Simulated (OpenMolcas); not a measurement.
# Rh3+: moving or changing the point charges

Rh3+ among 2 point charges of -2 e arranged as a linear pair (D∞h), 2.25 Å from the ion.
```
   0.0000    0.0000    2.2500  -2.00
   0.0000    0.0000   -2.2500  -2.00
```

```
Program             : OpenMolcas 26.06
Method              : SS-CASPT2, IPEA 0.25 Eh, imaginary shift 0.1 Eh (closed shells correlated: 4s 4p)
Basis               : ANO-RCC-VDZP [6s5p3d1f]
Scalar Hamiltonian  : DKH2, point nucleus
Active space        : 6 electrons in 5 orbitals (4d)
State averaging     : 2S+1 = 5 even, 5 roots; 2S+1 = 3 even, 45 roots; 2S+1 = 1 even, 50 roots
Spin-orbit coupling : RASSI with atomic mean-field integrals over the reference wave functions
```

Runs around this geometry, states (labels by Λ). Energies in cm-1 above the lowest state or level, χT in cm3 K/mol.

```csv
R (Å),q (e),Ground state,First state of that spin,First gap with spin-orbit (degeneracies),χT at 300 K,First state of another spin
2.25,-1.3,5Δ,5Π 6170,"700 (2, 2)",5.056,3Φ 18370
2.1,-2,5Δ,5Π 11360,"740 (2, 2)",5.012,3Σ 16320
2.25,-2,5Δ,5Π 9510,"730 (2, 2)",5.022,3Σ 17680
2.35,-2,5Δ,5Π 8480,"720 (2, 2)",5.030,3Φ 18200
```

Taking the first state of the same spin as R^-n, n = -ln(8480 / 11360) / ln(2.35 / 2.1) = 2.6 between the shortest and longest distance.

Scaling the charges by -1.3 / -2 = 0.65 scales the first state of the same spin by 6170 / 9510 = 0.65; with fixed orbitals a first-order splitting would follow the charge.

Roots that are degenerate in the reference are averaged as groups; the widest CASPT2 spread within a group is 26 cm-1 (the 2-fold group of multiplicity 1 near 35200 cm-1 above the lowest state of its run, R = 2.1, q = -2). Shifts and gaps below about the spread of the groups concerned are not significant. Point charges give a weaker field than real ligands, and real ions of this kind are as a rule low spin; the high spin found here belongs to the model. Free-ion shares, where given, are those of the reference states; single-state CASPT2 does not remix them. This is an electrostatic model: the charges have no orbitals. No measured value stands beside these numbers.
